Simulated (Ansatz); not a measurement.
Correlation energies of C3H9ClHf, SMILES `[CH3][Hf]([CH3])([CH3])[Cl]` by basis set

```json
{"atom": "C1", "x (Å)": "-1.3082", "y (Å)": "-0.7148", "z (Å)": "1.4268"}
{"atom": "Hf2", "x (Å)": "0.2691", "y (Å)": "-0.5768", "z (Å)": "-0.1050"}
{"atom": "C3", "x (Å)": "-0.6572", "y (Å)": "0.2747", "z (Å)": "-1.9144"}
{"atom": "C4", "x (Å)": "1.7223", "y (Å)": "0.9264", "z (Å)": "0.5919"}
{"atom": "Cl5", "x (Å)": "1.3009", "y (Å)": "-2.6520", "z (Å)": "-0.5451"}
{"atom": "H6", "x (Å)": "-2.2711", "y (Å)": "-0.3721", "z (Å)": "1.0260"}
{"atom": "H7", "x (Å)": "-1.4515", "y (Å)": "-1.7355", "z (Å)": "1.7994"}
{"atom": "H8", "x (Å)": "-1.0695", "y (Å)": "-0.0796", "z (Å)": "2.2896"}
{"atom": "H9", "x (Å)": "-1.4631", "y (Å)": "-0.3591", "z (Å)": "-2.3041"}
{"atom": "H10", "x (Å)": "-1.0916", "y (Å)": "1.2591", "z (Å)": "-1.6957"}
{"atom": "H11", "x (Å)": "0.0715", "y (Å)": "0.4109", "z (Å)": "-2.7226"}
{"atom": "H12", "x (Å)": "1.2140", "y (Å)": "1.8662", "z (Å)": "0.8436"}
{"atom": "H13", "x (Å)": "2.4700", "y (Å)": "1.1550", "z (Å)": "-0.1773"}
{"atom": "H14", "x (Å)": "2.2644", "y (Å)": "0.5977", "z (Å)": "1.4868"}
```

The species carries charge 0 and has multiplicity 1. Correlated methods include outer-core shells of Hf, which these sets cover unevenly. Hf takes the def2 core potential. The geometry is a stationary point of PBE0-D4/def2-TZVP. Frozen core, restricted reference, the Gaussian-basis code of Ansatz.

| basis | HF (Eh) | MP2 corr. | CCSD corr. | (T) | CCSD(T) total |
| --- | --- | --- | --- | --- | --- |
| def2-SVP | -625.66167 | -0.79827 | ? | ? | ? |
| def2-TZVPP | ? | ? | – | – | – |
| def2-QZVPP | -625.99041 | -1.15831 | – | – | – |

Problem. Fill in the withheld values. (Best estimate.)

Solution. Ansatz gave: def2-SVP CCSD corr.: -0.85932; def2-SVP (T): -0.02610; def2-SVP CCSD(T) total: -626.54709; def2-TZVPP HF (Eh): -625.97084; def2-TZVPP MP2 corr.: -1.05676.
